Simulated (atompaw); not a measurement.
**Before and after: PAW (atompaw) potential for P**

atompaw 4.2.0.5 input, output lines left out:

```
P 15
GGA-PBE loggrid 1500 logderivrange -3 5 201
3 3 0 0 0 0
3 1 3
0 0 0
c
c
v
c
v
2
1.50 1.20 1.40 1.20
y
0.5
n
y
0.05
n
y
0.4
y
1.25
n
custom polynom gramschmidtortho besselshape
3 1 ultrasoft
1.50
1.35
1.50
1.50
1.20
1.20
```

Change: local potential ultrasoft scheme with l = 3 at 1 Ry, radius 1.26 bohr.

Cutoffs: the cutoffs (Ry, on a coarse ladder) from which the occupation-weighted sum of valence levels, in a spherical-Bessel basis at the reference potential, stays within 10 and 1 mRy of its value at 400 Ry; they do not see the model core or the augmentation charge, which bear on the density cutoff.

Problem. What does the change do?

Solution. The potential gets neither clearly harder nor softer (21 Ry and 35 Ry → 21 Ry and 35 Ry); a bound ghost appears in p, which as a rule spoils a file; the range in which the p phases agree widens (upper end 1.1 → at the end of the scan). A state that the projectors do not describe sees the local part alone, so a deeper or shallower local part can create or remove a ghost.

| quantity | base | changed |
| --- | --- | --- |
| cutoff, loose | 21 Ry | 21 Ry |
| cutoff, tight | 35 Ry | 35 Ry |
| bound ghosts | none | p |
| s: phases at 1.51 bohr within 0.05 rad from the reference energy up to (Ry; the scan ends near 5) | to the end of the scan | to the end of the scan |
| p: phases at 1.51 bohr within 0.05 rad from the reference energy up to (Ry; the scan ends near 5) | 1.1 | to the end of the scan |
| d: phases at 1.51 bohr within 0.05 rad from the reference energy up to (Ry; the scan ends near 5) | to the end of the scan | to the end of the scan |
| lowest overlap eigenvalue by channel | s 0.09, p 0.73, d 0.99 | s 0.04, p 0.73, d 0.99 |

 A true bound ghost makes a file unfit for plane-wave use even where its test errors are small: the radial tests pick states by their node count and pass the ghost by. The cutoffs see the waves, projectors and local potential, not the compensation charge or the core.
